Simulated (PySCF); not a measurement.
## C₆ coefficients of unlike pairs at PBE

Calculated with PySCF 2.14 from the dipole response of each species, C₆(A,B) = (3/π) ∫ α_A(iu) α_B(iu) du, in atomic units, from isotropic polarisabilities. For ions this is the dispersion term alone; charge-induced terms of lower order in 1/R come first.

| species | configuration | basis | relativity | α (bohr³) | C₆ (like pair) |
| --- | --- | --- | --- | --- | --- |
| Mn²⁺ | [Ar] 3d5 (6S) | aug-cc-pwCVTZ-DK with one added diffuse shell each of s, p, d, f, g type (11s10p8d5f4g) | spin-free X2C | 4.221 | 12.52 |
| La²⁺ | [Xe] 5d1 (2D) | x2c-TZVPPall with one added diffuse shell each of s, p, d type (12s8p8d3f1g) | spin-free X2C | 20.99 | 130.5 |
| Ba²⁺ | [Xe] (1S) | aug-cc-pwCVTZ-X2C with one added diffuse shell each of s, p, d, f type (12s11p9d5f) | spin-free X2C | 10.77 | 78.25 |
| As²⁺ | [Ar] 3d10 4s2 4p1 (2P) | aug-cc-pwCVDZ-PP with ECP10MDF (6s5p4d1f) | core potential | 10.18 | 43.89 |

(1) Estimate C₆ for Ba²⁺ with La²⁺.

No spin-orbit coupling is included.

The other pairs:

```csv
pair,C₆
"As²⁺, Ba²⁺",57.31
"Ba²⁺, Mn²⁺",31.03
"La²⁺, Mn²⁺",39.03
"As²⁺, Mn²⁺",22.41
"As²⁺, La²⁺",75.15
```

Results:

(1) The integral gives 98.92. The combination rule 2 C_A C_B / (C_A α_B/α_A + C_B α_A/α_B) gives 93.07 and the geometric mean 101.0.
